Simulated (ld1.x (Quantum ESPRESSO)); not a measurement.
## Reading a pseudo-wave (cobalt (Co))

Columns: radius, all-electron u(r) and pseudo u(r) of the 3d shell (level -8.20 eV) of cobalt in the configuration [Ar] 3d7 4s2 4p0; PBE, scalar-relativistic, PAW scheme, ld1.x (Quantum ESPRESSO) 7.5.

```
r (bohr)  all-electron  pseudo
   0.165        0.2279  0.0225
   0.330        0.6408  0.1544
   0.495        0.8843  0.4028
   0.660        0.9528  0.6648
   0.825        0.9184  0.8189
   0.990        0.8396  0.8267
   1.155        0.7477  0.7480
   1.320        0.6572  0.6572
   1.485        0.5739  0.5739
   1.650        0.4998  0.4998
   1.815        0.4350  0.4350
   1.980        0.3786  0.3786
   2.145        0.3298  0.3298
   2.310        0.2875  0.2875
   2.475        0.2508  0.2508
   2.640        0.2189  0.2189
   2.805        0.1911  0.1911
   2.970        0.1669  0.1669
   3.135        0.1458  0.1458
   3.300        0.1275  0.1275
   3.465        0.1114  0.1114
   3.630        0.0974  0.0974
   3.795        0.0851  0.0851
   3.960        0.0745  0.0745
   4.125        0.0651  0.0651
   4.290        0.0570  0.0570
```

Problem. How many radial nodes do the two functions have?

Solution. The all-electron 3d function has n − l − 1 = 0; the pseudo-wave has 0.

Problem. At about which radius was the pseudo-wave matched?

Solution. 1.25 bohr, where the columns begin to agree (steps of 0.17 bohr).

Problem. Where does each function peak?

Solution. Outermost all-electron maximum near 0.66 bohr, pseudo maximum near 0.99 bohr (to the table’s step).

Problem. Is the pseudo-wave norm-conserving?

Solution. No, it belongs to a PAW set: the norm inside the radius is not constrained, and the difference is carried by the augmentation charge.
